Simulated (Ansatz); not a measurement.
Start from `OC(O)[O][GeH3]` and change one atom or group to get `BC(O)O`.

Ansatz, PBE0-D4/def2-TZVP geometries, multiplicity 1. Each molecule was computed in one conformer, which needn't be the lowest. `BC(O)O` holds a close contact that its SMILES doesn't draw: O···B 1.66 Å.

Scalar relativity is left out up to krypton.

```json
{"property": "HOMO–LUMO gap (PBE0/def2-TZVPP) / eV", "`OC(O)[O][GeH3]`": "8.67"}
{"property": "HOMO–LUMO gap (B3LYP/def2-TZVPP) / eV", "`OC(O)[O][GeH3]`": "8.18"}
{"property": "HOMO energy (B3LYP/def2-TZVPP) / eV", "`OC(O)[O][GeH3]`": "-8.05"}
{"property": "HOMO energy (PBE/def2-TZVPP) / eV", "`OC(O)[O][GeH3]`": "-6.71"}
{"property": "LUMO energy (B3LYP/def2-TZVPP) / eV", "`OC(O)[O][GeH3]`": "0.14"}
{"property": "HOMO–LUMO gap (ωB97M-V/def2-TZVPP) / eV", "`OC(O)[O][GeH3]`": "12.76"}
```

**Question.** Give the same properties after the change, and the shifts. (Estimate.)

**Answer.** The calculation gave: 
| property | `BC(O)O` | shift |
| --- | --- | --- |
| HOMO–LUMO gap (PBE0/def2-TZVPP) / eV | 8.37 | -0.30 |
| HOMO–LUMO gap (B3LYP/def2-TZVPP) / eV | 7.80 | -0.38 |
| HOMO energy (B3LYP/def2-TZVPP) / eV | -8.01 | 0.04 |
| HOMO energy (PBE/def2-TZVPP) / eV | -6.78 | -0.07 |
| LUMO energy (B3LYP/def2-TZVPP) / eV | -0.21 | -0.35 |
| HOMO–LUMO gap (ωB97M-V/def2-TZVPP) / eV | 12.20 | -0.56 |

With PBE0 the HOMO rises by 0.06 eV and the LUMO falls by 0.25 eV, so the gap narrows by about 0.31 eV. PBE moves the HOMO by -0.07 eV and ωB97M-V by 0.06 eV.

B3LYP here is the variant with VWN-RPA as its local correlation; programs differ in this.
